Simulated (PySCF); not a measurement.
C₃Si, SMILES [C]1[c+]2[si-2][c+]21 (connectivity only; charge and spin as stated), neutral, multiplicity 1. Heavy atoms are numbered as in [si-2:1]1[c+:2]2[c+:3]1[C:4]2.

The structure is a stationary point at r2SCAN-D4/def2-TZVP.

Computed with ωB97X/def2-TZVPD in PySCF.

Mulliken values depend strongly on the basis, most of all with diffuse functions as here. Atomic charges (e), one atom of each kind:

| atom | Mulliken | meta-Löwdin |
|---|---|---|
| Si1 | 0.31 | 0.56 |
| C2 | 0.10 | -0.22 |
| C4 | -0.51 | -0.11 |
